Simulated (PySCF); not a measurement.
SMILES Br[SiH2][SiH2]Br at its PBE0/def2-SVP optimised geometry (Å):

```
8

Br     1.8294    -2.1393     0.0081
Si     1.1719     0.0004     0.0000
Si    -1.1694     0.0004     0.0000
Br    -1.8294     2.1393     0.0000
H      1.7115     0.6607    -1.2229
H      1.7121     0.6706     1.2172
H     -1.7081    -0.6653    -1.2204
H     -1.7088    -0.6656     1.2198
```

Calculation: PBE0/def2-TZVP (PySCF). Cells within 0.4 Å of a nucleus heavier than hydrogen are left out (blank, or x).

Map of the Laplacian of the electron density (e/bohr⁵), clipped to [-1.50, 1.50] on the plane z = 0.0 Å:

```
|1111111111111111111111111111111|
|1111111111111111111111111111111|
|1111111111111111111111111111111|
|1111111111111111111111111111111|
|1111111111111111111111111111111|
|1111111111111111111111111111111|
|1111111199901111111111111111111|
|11111119xx981111111111111111111|
|11111109xxx91111111111111111111|
|111111199x951111111111111111111|
|1111111179501111111111111111111|
|1111111110001111111111111111111|
|1111111110001111111111111111111|
|1111111111597100017951111111111|
|11111111149x9700079x94111111111|
|1111111119xxx90009xxx9111111111|
|11111111149x9800079x95111111111|
|1111111111597100017951111111111|
|1111111111111111111000111111111|
|1111111111111111111000111111111|
|1111111111111111111059711111111|
|111111111111111111159x991111111|
|11111111111111111119xxx90111111|
|111111111111111111189xx91111111|
|1111111111111111111099911111111|
|1111111111111111111111111111111|
|1111111111111111111111111111111|
|1111111111111111111111111111111|
|1111111111111111111111111111111|
|1111111111111111111111111111111|
|1111111111111111111111111111111|
```
Scale: ten equal steps from -0.172 (start of '0') to 1.50 (end of '9'), in the order '0123456789'; x runs from -4.50 to 4.50, y from -4.50 (bottom) to 4.50 (top).
